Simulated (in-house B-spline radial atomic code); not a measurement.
A run on C⁺ (an excited or competing configuration) that did not converge. Method: scalar-relativistic (X2C) SCAN, spin-polarised, spherical fractional occupations, Fermi nucleus of rms radius 2.4702 fm; computed with a B-spline radial code for spherical atoms.

Command:
```bash
python run_scf.py task.json out
```
Settings (nuclear radius in fm, mass in u):
```
Z                6
configuration    [He] 2s1 2p2
hamiltonian      x2c
method           scan,scan
spin_polarised   True
nucleus          fermi
rms_radius       2.4702
atomic_mass      12.0
speed_of_light   137.035999084
```

First and last ten iterations of the last attempt (damped for 15 steps, keeping 80 % of the old Fock matrix, then DIIS):
```
 iter        energy (Eh)    residual
    1         -37.246184    1.01e-02
    2         -37.246815    4.17e-04
    3         -37.246816    3.36e-04
    4         -37.246817    2.78e-04
    5         -37.246818    2.30e-04
    6         -37.246818    1.90e-04
    7         -37.246818    1.57e-04
    8         -37.246818    1.30e-04
    9         -37.246819    1.08e-04
   10         -37.246819    8.91e-05
  111       97672.488828    1.38e+02
  112       96865.098304    1.38e+02
  113       96189.647109    1.37e+02
  114         -25.428116    3.12e-01
  115         -17.354832    3.01e-01
  116         -17.379638    3.00e-01
  117       41841.338751    3.04e+02
  118       41827.477586    3.04e+02
  119       41828.086217    3.04e+02
  120       41828.069983    3.04e+02
 not converged after 120 iterations
```

The smallest residual met was 1.7e-05; the threshold is about 1e-07. No energy from this run should be used. Run time, properties included: 1.4 s on 1 thread of Arm Neoverse V1, on a shared host.
